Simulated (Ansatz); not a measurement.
C5H8F2, SMILES `F[C@H]1CCC[C@@H]1F`, 15 atoms. Charge 0, multiplicity 1. All runs use 4 threads of an Intel Xeon Platinum 8259CL on a shared host. Correlated methods freeze the cores.

Task: Give the basis size and wall time and peak host memory of each of these runs in Ansatz. RKS PBE0-D4/def2-QZVPP energy; RHF-CCSD(T)/def2-SVP energy; RKS PBE-QIDH (frozen core)/def2-TZVPP energy; RKS PBE0-D4/def2-TZVP relaxation (16 steps); RKS ωB97M-V/def2-QZVPP energy; RKS r2SCAN0-D4/def2-TZVPP energy; RKS ωB97M-V/def2-SVP energy; RHF-MP2/def2-TZVPP energy; RKS HSE06 (plane-wave form)-D4/def2-TZVPP energy; RHF-MP2/def2-QZVPP energy; RKS PBE0-D4/def2-SVP energy; direct RPA on PBE orbitals/def2-TZVPP energy. (Best estimate.)

Result: Ansatz gave: Other jobs shared the machine, so times are rough.

```
                                    level                    job  functions  wall time  peak host memory (GiB)
                     RKS PBE0-D4/def2-SVP                 energy        138      1.9 s                    0.37
RKS HSE06 (plane-wave form)-D4/def2-TZVPP                 energy        329      6.5 s                     1.1
                     RKS ωB97M-V/def2-SVP                 energy        138      6.5 s                     0.5
                RKS r2SCAN0-D4/def2-TZVPP                 energy        329      8.5 s                     1.1
                       RHF-MP2/def2-TZVPP                 energy        329        9 s                     1.2
    direct RPA on PBE orbitals/def2-TZVPP                 energy        329       11 s                     1.2
    RKS PBE-QIDH (frozen core)/def2-TZVPP                 energy        329       12 s                     1.3
                   RKS PBE0-D4/def2-QZVPP                 energy        639       17 s                     2.8
                     RHF-CCSD(T)/def2-SVP                 energy        138       21 s                     1.2
                   RKS ωB97M-V/def2-QZVPP                 energy        639       30 s                     3.4
                       RHF-MP2/def2-QZVPP                 energy        639       53 s                       7
                    RKS PBE0-D4/def2-TZVP  relaxation (16 steps)        265      110 s                    0.96
```
